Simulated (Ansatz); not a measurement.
Two members of one family (Series BiH2X), computed with Ansatz in the gas phase; def2 core potentials for Bi, no spin–orbit coupling. A negative affinity means that the extra electron isn't bound at that geometry and level; within about 0.2 eV of zero the sign isn't settled. Binding counts from free atoms in the multiplicity of their measured ground term, without zero-point energy. A dash marks a value that wasn't run or was left out as unsound. The structures are stationary points that may keep the symmetry of their start. Remarks come from the PBE and PBE0 runs and from stability tests at other levels; not every state was tested. A HOMO above zero means that the electron is unbound at that level and held by the basis, or that self-interaction error raises the level; the energy of removing that electron tells which.

First: BiH2(SiH3) (singlet, charge 0, PBE-D4/def2-TZVP geometry).

| atom | x (Å) | y (Å) | z (Å) |
| --- | --- | --- | --- |
| Bi1 | 1.608 | 0.159 | -0.797 |
| H2 | 0.586 | 0.967 | -2.049 |
| H3 | 1.623 | 1.685 | 0.171 |
| Si4 | -0.635 | -0.579 | 0.482 |
| H5 | -1.603 | 0.550 | 0.636 |
| H6 | -0.283 | -1.101 | 1.840 |
| H7 | -1.298 | -1.682 | -0.283 |

| level | HOMO (eV) | LUMO (eV) | gap (eV) | vertical IE (eV) | vertical EA (eV) | vertical triplet (eV) | binding per atom (eV) |
| --- | --- | --- | --- | --- | --- | --- | --- |
| PBE-D4/def2-TZVPD | -6.37 | -1.39 | 4.98 | – | -0.38 | – | 2.47 |
| r2SCAN-D4/def2-TZVP | -6.59 | -1.04 | 5.55 | 9.23 | – | 4.53 | 2.46 |
| r2SCAN-D4/def2-TZVPD | -6.59 | -1.07 | 5.52 | – | -0.50 | – | 2.46 |
| PBE0-D4/def2-TZVP | -7.30 | -0.61 | 6.68 | 9.27 | – | 4.56 | 2.44 |
| ωB97X-V/def2-TZVP | -9.35 | 1.19 | 10.54 | – | – | – | 2.52 |

Remarks: HOMO above zero (-1 doublet).

Second: BiH2(vinyl) (singlet, charge 0, PBE-D4/def2-TZVP geometry).

```xyz
8

Bi    0.974    1.175   -0.945
H     2.445    1.010    0.099
H     1.677   -0.051   -2.079
C    -0.152   -0.397    0.219
C    -1.404   -0.191    0.635
H     0.361   -1.338    0.434
H    -1.945    0.739    0.436
H    -1.956   -0.949    1.201
```

Q: Estimate the same table for the second.

A: 
| level | HOMO (eV) | LUMO (eV) | gap (eV) | vertical IE (eV) | vertical EA (eV) | vertical triplet (eV) | binding per atom (eV) |
| --- | --- | --- | --- | --- | --- | --- | --- |
| PBE-D4/def2-TZVPD | -6.36 | -1.34 | 5.01 | – | -0.72 | – | 3.46 |
| r2SCAN-D4/def2-TZVP | -6.58 | -1.10 | 5.49 | 9.28 | – | 4.08 | 3.37 |
| r2SCAN-D4/def2-TZVPD | -6.59 | -1.12 | 5.46 | – | -0.83 | – | 3.37 |
| PBE0-D4/def2-TZVP | -7.36 | -0.36 | 7.00 | 9.36 | – | 4.22 | 3.38 |
| ωB97X-V/def2-TZVP | -9.52 | 1.51 | 11.03 | – | – | – | 3.39 |

Remarks: HOMO above zero (-1 doublet).
